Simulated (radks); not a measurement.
Values are calculated unless marked as measured or tabulated.
Ionisation of neutral bromine, [Ar] 3d10 4s2 4p5, to [Ar] 3d10 4s2 4p4 as the strength of local exchange is varied. Level of theory: Dirac Kohn-Sham, Slater X-alpha exchange (alpha = 2/3 is LDA exchange), no correlation, spin-unpolarised, spherical densities, finite nucleus; open shells fill j = l - 1/2 first; Fermi nuclear charge, rms radius 4.1629 fm (a radial shooting solver on a logarithmic mesh with Libxc functionals).

alpha  E(Br) (hartree)  exchange (hartree)  IE (eV)  -e of the level emptied (eV)  <r> of it (bohr)
0.588      -2590.02816           -75.23247   10.350                 5.846 (4p3/2)             2.195
0.632      -2595.66384           -81.03564   10.837                 6.273 (4p3/2)             2.169
0.651      -2598.10117           -83.54898   11.051                 6.462 (4p3/2)             2.158
0.667      -2600.15540           -85.66894   11.232                 6.622 (4p3/2)             2.149
0.815      -2619.23261          -105.42890   12.971                 8.174 (4p3/2)             2.070
0.838      -2622.20955          -108.52402   13.251                 8.427 (4p3/2)             2.058
0.923      -2633.23980          -120.01916   14.309                 9.385 (4p3/2)             2.017
?          -2607.48655           -93.24710   11.889                 7.205 (4p3/2)             2.117

Which alpha was used in the last row?

Answer. alpha = 0.724. NIST Atomic Spectra Database: 11.814 eV (measured). The Delta-SCF value meets it near alpha = 0.72. Spin polarisation and multiplet splitting are left out, so open shells lie too high by an amount that depends on their filling.

Beside tabulated values, note that spin-unpolarised runs miss the spin-polarisation part of the exchange energy of open shells.
